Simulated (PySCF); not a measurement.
Working out the ionisation energy of In

In [Kr] 4d10 5s2 5p1 (2P) → In⁺ [Kr] 4d10 5s2 (1S). Calculation: PySCF 2.14, in cc-pVTZ-PP with ECP28MDF; a scalar-relativistic core potential. Frozen: 4s2 4p6 4d10. Energies in hartree (1 hartree = 27.21139 eV):

```json
{"part": "UHF", "In (lower)": "-189.210330", "In⁺ (upper)": "-189.018751"}
{"part": "CCSD correlation", "In (lower)": "-0.041445", "In⁺ (upper)": "-0.032692"}
{"part": "(T)", "In (lower)": "-0.000745", "In⁺ (upper)": "0.000000"}
```

What does Hartree-Fock give?

(-189.018751) − (-189.210330) = 0.191579 hartree = 5.213 eV.

What do CCSD and CCSD(T) give?

The CCSD correlation energies differ by 0.008753 hartree = 0.238 eV and the triples by 0.000745 hartree = 0.020 eV, so CCSD gives 5.451 eV and CCSD(T) 5.471 eV.

Measured between the centres of the two terms (NIST): 5.603 eV, so CCSD(T) (valence) is off by -0.132 eV.

What remains against the reference includes basis incompleteness, the frozen core and higher excitations.
